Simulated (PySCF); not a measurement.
**`OC[C@@H]1C[C@@H](Cl)[C@H]1Br`, C5H8BrClO**

Cartesian coordinates in Å; atom numbers follow the order of the lines, from 1:
```xyz
16

O     1.4973    1.2770   -0.1255
C     1.6252   -0.1259   -0.2096
C     0.2474   -0.7640   -0.0786
C    -0.8169   -0.1873   -1.0322
C    -1.3843    0.6237    0.1357
Cl   -3.1438    0.6250    0.3279
C    -0.5534   -0.2161    1.1151
Br   -1.5363   -1.5920    2.0607
H     2.3608    1.6799   -0.2610
H     2.2752   -0.5014    0.5946
H     2.0637   -0.4192   -1.1737
H     0.3576   -1.8484   -0.1061
H    -0.4442    0.3993   -1.8673
H    -1.5100   -0.9454   -1.3896
H    -1.0504    1.6615    0.1336
H     0.0045    0.3424    1.8646
```

The calculation used TDDFT CAM-B3LYP/def2-SVPD circular dichroism and optical rotation, one conformer, gas phase in PySCF. Geometry: GFN2-xTB.

The molecule is flexible and this is one conformer; a measurement averages over conformers. The calculation is non-relativistic, which matters for the atoms heavier than Zn.

Stereocentres: C3 S, C5 R, C7 S.

(1) What is the specific rotation at 633, 589.3, 546, 436, 405, 365, 355 nm?

(2) And for the mirror image at 589.3 nm?

(3) What is the molar rotation [Φ] = [α]·M/100 of the geometry above at 589.3 nm?

Answers

(1) [α] in deg dm⁻¹ (g/mL)⁻¹:
```csv
λ (nm),origin-invariant length gauge,modified velocity gauge,length gauge (centre of mass),isotropic polarisability (au)
633,-9.4,-12.4,-8.0,97.7
589.3,-10.8,-14.4,-9.2,98.1
546,-12.6,-16.9,-10.7,98.5
436,-19.6,-27.3,-16.6,100.1
405,-22.5,-32.0,-19.0,100.9
365,-27.3,-40.1,-22.8,102.2
355,-28.6,-42.6,-23.9,102.6
```

(2) +10.8 deg dm⁻¹ (g/mL)⁻¹ (origin-invariant length gauge): the same size and the opposite sign.

(3) With M = 199.47 g/mol, -21.6 deg cm² dmol⁻¹ (origin-invariant length gauge).

The first excitation lies at 5.91 eV (210 nm) with R = -1.5 × 10⁻⁴⁰ esu² cm² (velocity form).
